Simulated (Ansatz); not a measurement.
`CNC(=O)[SiH2]Cl` + `OC/C=C/Cl` → `C/C(Cl)=C/CO` + `NC(=O)[SiH2]Cl`  (formal exchange of groups at a C–N bond)

Isolated molecules relaxed with PBE0-D4/def2-TZVP in Ansatz; ΔE leaves out vibrations. CCSD(T)/CBS is the MP2 limit (def2-TZVPP, def2-QZVPP) plus CCSD(T) − MP2 in def2-TZVPP, frozen cores. Double bonds are as drawn, so ΔE can hold a change between cis and trans. DFT in def2-TZVPP. B3LYP here is the variant with VWN-RPA as its local correlation; programs differ in this. One conformer a species, not always the lowest.

```json
{"level": "B3LYP-D4", "ΔE (kJ/mol)": "-35.5"}
{"level": "ωB97M-V", "ΔE (kJ/mol)": "-39.0"}
{"level": "B2PLYP", "ΔE (kJ/mol)": "-35.2"}
{"level": "PBE0", "ΔE (kJ/mol)": "-36.3"}
{"level": "B3LYP", "ΔE (kJ/mol)": "-32.5"}
{"level": "CCSD/def2-TZVPP", "ΔE (kJ/mol)": "-36.1"}
{"level": "HF/def2-QZVPP", "ΔE (kJ/mol)": "-31.9"}
{"level": "MP2/CBS(def2)", "ΔE (kJ/mol)": "-42.9"}
```

Task: What does CCSD(T)/CBS give? (Estimate.)

Result: Ansatz gave: -38.2 kJ/mol. The listed levels differ from it by 2.7, -0.8, 3.0, 1.9, 5.7, 2.1, 6.3, -4.7 kJ/mol.

Largest T1 diagnostic among the species: 0.015.

The D4 term adds −3.0 kJ/mol with B3LYP and −1.5 kJ/mol with PBE0; it sums over pairs of atoms, weighted by their polarisabilities, and B3LYP, whose exchange is more repulsive, gets the larger term. In def2-TZVPP, CCSD(T) changes the Hartree–Fock value by −4.0 kJ/mol (the triples alone add −0.3 kJ/mol) and MP2 by −8.8 kJ/mol.
